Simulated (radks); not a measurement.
The numbers below are computed, except where a source is named.
Q: These are the eigenvalues of the occupied orbitals of an atom or ion with whole-number occupations (hartree). Code: a radial shooting solver on a logarithmic mesh with Libxc functionals. Model: scalar-relativistic Kohn-Sham, SCAN, spin-polarised, spherical densities, finite nucleus; meta-GGA in the generalised Kohn-Sham scheme; Fermi nuclear charge, rms radius of each element as measured or else 0.836 A^(1/3) + 0.57 fm.

| orbital | eigenvalue |
|---|---|
| 1s up | -3018.083 |
| 1s down | -3018.042 |
| 2s up | -638.6640 |
| 2s down | -637.4787 |
| 2p up | -571.3076 |
| 2p down | -570.3279 |
| 3s up | -237.8532 |
| 3s down | -236.3975 |
| 3p up | -217.9098 |
| 3p down | -216.4396 |
| 3d up | -198.8390 |

Which element is it, and in what charge state? The configuration may be excited. Open shells, if any, are filled with parallel spins first.

A: Z = 78, platinum, charge +55: Pt55+ in [Ar] 3d5. The list shows which subshells hold electrons but not how many an open one holds; the 1s level, -3018.1 hartree, gives Z - s = 77.7 by -(Z - s)^2/2, which with screening and relativity narrows Z to a few neighbours, and the depths of the outer levels then fix element, charge and occupations together.
